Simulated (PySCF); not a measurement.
Sb(F)2(Et) (C2H5F2Sb), SMILES [Sb]([CH2]C)([F])[F].

Geometry optimised at PBE0-D3(BJ)/def2-SVP. The structure was generated by enumeration; whether it is a known compound was not checked. The def2 effective core potentials stand for the cores of Sb; spin–orbit coupling is left out. One conformer was computed; it need not be the lowest.

The numbers are results of PySCF 2.14.0 with TDA-LC-ωPBE/def2-SVPD, not measurements.

Vertical excitations.  State labels are in the subgroup Cs.

Computed excitation energies, oscillator strengths and character:
```json
[
 {"state": "S1", "symmetry": "A\"", "energy (eV)": "5.22", "λ (nm)": "238", "f": "0.044", "main pairs": "HOMO→LUMO 96 %"},
 {"state": "S2", "symmetry": "A'", "energy (eV)": "5.78", "λ (nm)": "215", "f": "0.104", "main pairs": "HOMO→LUMO+1 92 %"},
 {"state": "S3", "symmetry": "A'", "energy (eV)": "7.96", "λ (nm)": "156", "f": "0.574", "main pairs": "HOMO→LUMO+2 58 %, HOMO→LUMO+3 30 %"},
 {"state": "S4", "symmetry": "A'", "energy (eV)": "8.10", "λ (nm)": "153", "f": "0.067", "main pairs": "HOMO→LUMO+3 56 %, HOMO→LUMO+2 33 %"},
 {"state": "S5", "symmetry": "A\"", "energy (eV)": "8.28", "λ (nm)": "150", "f": "0.070", "main pairs": "HOMO−1→LUMO 67 %, HOMO−3→LUMO+1 19 %"},
 {"state": "S6", "symmetry": "A'", "energy (eV)": "8.44", "λ (nm)": "147", "f": "0.097", "main pairs": "HOMO−1→LUMO+1 83 %"},
 {"state": "S7", "symmetry": "A'", "energy (eV)": "8.61", "λ (nm)": "144", "f": "0.004", "main pairs": "HOMO−3→LUMO 79 %"},
 {"state": "S8", "symmetry": "A'", "energy (eV)": "8.80", "λ (nm)": "141", "f": "0.027", "main pairs": "HOMO−5→LUMO 61 %, HOMO−2→LUMO 20 %"},
 {"state": "S9", "symmetry": "A\"", "energy (eV)": "8.87", "λ (nm)": "140", "f": "0.028", "main pairs": "HOMO−5→LUMO+1 49 %, HOMO−2→LUMO+1 20 %, HOMO−6→LUMO 8 %"},
 {"state": "S10", "symmetry": "A'", "energy (eV)": "9.08", "λ (nm)": "137", "f": "0.083", "main pairs": "HOMO−2→LUMO 59 %, HOMO−5→LUMO 26 %"},
 {"state": "T1", "symmetry": "A\"", "energy (eV)": "4.21", "λ (nm)": "295", "f": "0", "main pairs": "HOMO→LUMO 92 %"},
 {"state": "T2", "symmetry": "A'", "energy (eV)": "4.49", "λ (nm)": "276", "f": "0", "main pairs": "HOMO→LUMO+1 90 %"},
 {"state": "T3", "symmetry": "A'", "energy (eV)": "6.62", "λ (nm)": "187", "f": "0", "main pairs": "HOMO→LUMO+3 51 %, HOMO→LUMO+2 15 %, HOMO→LUMO+5 12 %"},
 {"state": "T4", "symmetry": "A\"", "energy (eV)": "7.11", "λ (nm)": "174", "f": "0", "main pairs": "HOMO−1→LUMO 76 %, HOMO−4→LUMO 11 %"}
]
```
Triplets are in the Tamm–Dancoff approximation.
